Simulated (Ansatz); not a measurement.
Relaxation of a periodic cell of 19 atoms, C18Se (surface graphene monolayer, adsorbate Se), to a largest force component of 0.08 eV/Å in at most 25 steps.

These are results of DFT LDA, scalar-relativistic, plane waves, PAW (Ansatz 0.2.0), not measurements. Settings: cutoff 420 eV, k mesh 2x2x1, fermi-dirac smearing 0.05 eV, no spin polarisation.

```xyz
19
Lattice="7.3980 0.0000 0.0000 -3.6990 6.4069 0.0000 0.0000 0.0000 11.0000" Properties=species:S:1:pos:R:3
C 0.000 0.000 1.000
C 1.233 0.712 1.000
C -1.233 2.136 1.000
C 0.000 2.847 1.000
C -2.466 4.271 1.000
C -1.233 4.983 1.000
C 2.466 0.000 1.000
C 3.699 0.712 1.000
C 1.233 2.136 1.000
C 2.466 2.847 1.000
C 0.000 4.271 1.000
C 1.233 4.983 1.000
C 4.932 0.000 1.000
C 6.165 0.712 1.000
C 3.699 2.136 1.000
C 4.932 2.847 1.000
C 2.466 4.271 1.000
C 3.699 4.983 1.000
Se 2.514 6.284 2.820
```

Problem. Where does it end, and by what steps?

Solution. It converged. The threshold is loose, so the end isn't yet a minimum. The force dipped under the threshold on the way, but the program's further checks kept it going. Limits of this set-up: coarse k mesh, slab without dipole correction. After 10 steps the energy has fallen by 1.951 eV; Se19 moved furthest, 0.78 Å. Parted: C13–Se19.

```csv
step,energy less start (eV),largest force component (eV/Å),accepted
0,0.0000,4.960,yes
1,-1.0219,2.373,yes
2,-1.4797,0.911,yes
3,-1.7174,0.549,yes
4,-1.8799,0.477,yes
5,-1.8749,1.349,no
6,-1.9392,0.190,yes
7,-1.9498,0.140,yes
8,-1.9505,0.134,yes
9,-1.9513,0.016,yes
10,-1.9513,0.016,yes
```

```xyz
19
Lattice="7.3980 0.0000 0.0000 -3.6990 6.4069 0.0000 0.0000 0.0000 11.0000" Properties=species:S:1:pos:R:3
C -0.010 -0.037 1.218
C 1.224 0.706 0.998
C -1.256 2.138 0.998
C -0.041 2.825 0.930
C -2.497 4.239 0.948
C -1.263 4.958 0.947
C 2.442 -0.021 0.948
C 3.664 0.682 0.948
C 1.211 2.102 0.930
C 2.445 2.817 0.910
C -0.039 4.251 0.910
C 1.195 4.966 0.930
C 4.882 -0.045 0.998
C 6.115 0.698 1.218
C 3.669 2.110 0.947
C 4.903 2.829 0.948
C 2.447 4.243 0.930
C 3.662 4.930 0.998
Se 3.052 6.737 3.166
```

The run took 68 s on 1 thread of Arm Neoverse V1, on a shared host, peak memory 0.59 GiB.
